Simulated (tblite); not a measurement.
Compound: C7H9FSi.
Geometry (GFN2-xTB, Å), atoms numbered from 1 in this order:
```
atom  x, y, z in Å
C1    -3.3968    1.6494   -0.5454
C2    -2.5743    0.7783   -0.5604
C3    -1.5552   -0.2303   -0.5440
Si4   -1.0974   -1.0934    1.1280
C5     0.5360   -0.4260    0.4590
C6     1.8276   -0.5327    0.7435
C7     2.9467    0.0796   -0.0287
C8    -0.1160    0.3114   -0.6923
F9     0.4286    0.0242   -1.9287
H10   -4.1291    2.3997   -0.5533
H11   -1.7519   -0.9510   -1.3415
H12   -1.6205   -0.4302    2.3195
H13   -1.2895   -2.5416    1.1584
H14    2.1232   -1.1152    1.6085
H15    3.5298    0.7346    0.6192
H16    3.6139   -0.7013   -0.3930
H17    2.5810    0.6492   -0.8773
H18   -0.0651    1.4017   -0.5832
```

Computed values, GFN2-xTB/tblite, gas phase, harmonic and unscaled. This tight-binding method is rough: wavenumbers can miss measured ones by several per cent, in bad cases by 10 to 20. Modes of hydrogen on silicon can be 10 to 20 % off. One conformer, not necessarily the lowest.

Harmonic wavenumbers (cm⁻¹): 34.3, 102.2, 105.0, 152.5, 166.0, 177.2, 268.2, 334.5, 363.9, 371.2, 412.7, 446.0, 455.0, 495.6, 567.7, 607.1, 621.9, 655.6, 724.2, 748.0, 779.4, 833.0, 964.8, 997.0, 1011.4, 1022.6, 1048.5, 1071.2, 1106.0, 1140.8, 1176.8, 1243.4, 1290.7, 1305.8, 1397.3, 1469.3, 1476.2, 1714.7, 2278.3, 2280.9, 2291.1, 2905.4, 2952.4, 2994.1, 3010.1, 3031.1, 3070.9, 3399.6.

A = 2244, B = 942.0, C = 747.9 MHz; mass 140.046 u (most abundant isotopes); point group C1, symmetry number 1.

Question: Zero-point energy?

Answer: ½Σν̃ = 28536 cm⁻¹ = 341.36 kJ/mol.

Question: Give the ideal-gas entropy at 273.15 K and 1 bar in the rigid-rotor, harmonic-oscillator model (classical rotation).

Answer: Translation 168.67, rotation 123.17, vibration 119.87: S = 411.7 J/(mol K).

Question: And Cp and H(273.15 K) − H(0)?

Answer: Cp = 164.08 J/(mol K), of which vibrations give 130.82 (their classical limit is 48 R = 399.1); H(273.15 K) − H(0) = 26.81 kJ/mol without the zero-point energy, 17.72 from vibrations.

Question: Blend soft modes into free rotors: weight 1/[1 + (100 cm⁻¹/ν̃)⁴] for the oscillator and the rest for a rotor with moment μB/(μ + B), μ = h/(8π²ν), B = 10⁻⁴⁴ kg m². What vibrational entropy results?

Answer: 111.55 J/(mol K) in place of 119.87, which changes −T·S at 273.15 K by +2.27 kJ/mol.

Question: How do the functions run with temperature in this model?

Answer: 
```json
{"T (K)": "50", "S (J/(mol K))": "249.0", "Cp (J/(mol K))": "54.6", "H − H(0) (kJ/mol)": "2.09", "G − H(0) (kJ/mol)": "-10.35", "ln q(vib)": "0.60"}
{"T (K)": "100", "S (J/(mol K))": "294.9", "Cp (J/(mol K))": "80.5", "H − H(0) (kJ/mol)": "5.48", "G − H(0) (kJ/mol)": "-24.01", "ln q(vib)": "1.80"}
{"T (K)": "298.15", "S (J/(mol K))": "426.5", "Cp (J/(mol K))": "175.0", "H − H(0) (kJ/mol)": "31.05", "G − H(0) (kJ/mol)": "-96.13", "ln q(vib)": "7.33"}
{"T (K)": "373.15", "S (J/(mol K))": "469.2", "Cp (J/(mol K))": "205.1", "H − H(0) (kJ/mol)": "45.33", "G − H(0) (kJ/mol)": "-129.74", "ln q(vib)": "9.47"}
{"T (K)": "500", "S (J/(mol K))": "535.2", "Cp (J/(mol K))": "246.5", "H − H(0) (kJ/mol)": "74.09", "G − H(0) (kJ/mol)": "-193.51", "ln q(vib)": "13.03"}
{"T (K)": "750", "S (J/(mol K))": "646.5", "Cp (J/(mol K))": "302.0", "H − H(0) (kJ/mol)": "143.20", "G − H(0) (kJ/mol)": "-341.70", "ln q(vib)": "19.66"}
{"T (K)": "1000", "S (J/(mol K))": "738.6", "Cp (J/(mol K))": "337.6", "H − H(0) (kJ/mol)": "223.46", "G − H(0) (kJ/mol)": "-515.19", "ln q(vib)": "25.67"}
```

q(vib) and H(0) count from the zero-point level.

Question: Which modes carry the vibrational entropy at 273.15 K?

Answer: 34.3 cm⁻¹: 22.55; 102.2 cm⁻¹: 13.56; 105.0 cm⁻¹: 13.34; 152.5 cm⁻¹: 10.36; 166.0 cm⁻¹: 9.69; 177.2 cm⁻¹: 9.18 J/(mol K); the other 42 give 41.18 together.

Hindered rotation and anharmonicity are outside this model. Other conformers, if any are populated, would add a mixing term that is left out. The structure is chiral; the term R ln 2 for an equal mix with its mirror image is left out.
